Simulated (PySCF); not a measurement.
How methods differ on the excitation energy of B

B [He] 2s2 2p1 (2P) → B [He] 2s2 3s1 (2S), as a difference of total energies. Calculation: PySCF 2.14, in aug-cc-pVTZ-DK (5s4p3d2f, 46 functions); scalar relativity by spin-free X2C-1e. Correlated levels: valence: 1s2 frozen. The calculations carry no spin-orbit coupling.

| method | excitation energy (eV) |
| --- | --- |
| UHF | 5.037 |
| SCS-MP2 (valence) | 5.095 |
| CCSD (valence) | 4.957 |
| CCSD(T) (valence) | 4.972 |

Task: Estimate what MP2 (valence) gives.

Result: 5.107 eV, closest to SCS-MP2 (valence) among the rows shown.

Task: Estimate what CCSDT (valence) gives.

Result: 4.976 eV, closest to CCSD(T) (valence) among the rows shown.

Errors of the correlated levels include the incompleteness of this basis and the frozen core.

For comparison: 4.963 eV (measured; NIST levels, between the centres of gravity of the two terms).
